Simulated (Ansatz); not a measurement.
C3H11NSn (`CC[N](C)[SnH3]`). The species carries charge 0 and has multiplicity 1. Sn: def2 effective core potential. Geometry: relaxed with PBE0-D4/def2-TZVP. It is one conformer, not always the lowest.

```xyz
16

C     1.508   -1.066    0.762
C     0.647   -0.824   -0.458
N    -0.054    0.441   -0.422
C    -0.779    0.676   -1.650
Sn   -1.018    0.982    1.289
H     2.201   -0.236    0.920
H     2.088   -1.983    0.644
H     0.908   -1.184    1.671
H    -0.046   -1.676   -0.592
H     1.290   -0.822   -1.351
H    -0.081    0.695   -2.498
H    -1.285    1.644   -1.624
H    -1.536   -0.095   -1.875
H    -1.944    2.342    0.838
H     0.134    1.384    2.479
H    -2.032   -0.278    1.868
```

What is the dipole moment at PBE/def2-TZVPP? (Best estimate.)

Ansatz gave: 0.40 D, with components (0.02, -0.38, -0.12) D in this frame, pointing from negative to positive charge.

And with r2SCAN, B3LYP, ωB97M-V? (Estimate.)

Ansatz gave: r2SCAN 0.41 D, B3LYP 0.41 D, ωB97M-V 0.42 D.

Give the Mulliken charges with PBE, ωB97M-V, r2SCAN in def2-TZVPP. (Estimate.)

Ansatz gave: 
```tsv
atom	PBE	ωB97M-V	r2SCAN
C1	-0.26	-0.34	-0.16
C2	-0.02	-0.08	0.09
N3	-0.35	-0.43	-0.44
C4	-0.19	-0.25	-0.06
Sn5	0.59	0.54	0.64
H6	0.10	0.12	0.06
H7	0.08	0.10	0.04
H8	0.08	0.10	0.04
H9	0.05	0.09	0.01
H10	0.06	0.09	0.02
H11	0.08	0.10	0.04
H12	0.09	0.11	0.06
H13	0.07	0.11	0.04
H14	-0.12	-0.09	-0.13
H15	-0.11	-0.08	-0.12
H16	-0.13	-0.10	-0.14
```

B3LYP here is the variant with VWN-RPA as its local correlation; programs differ in this.
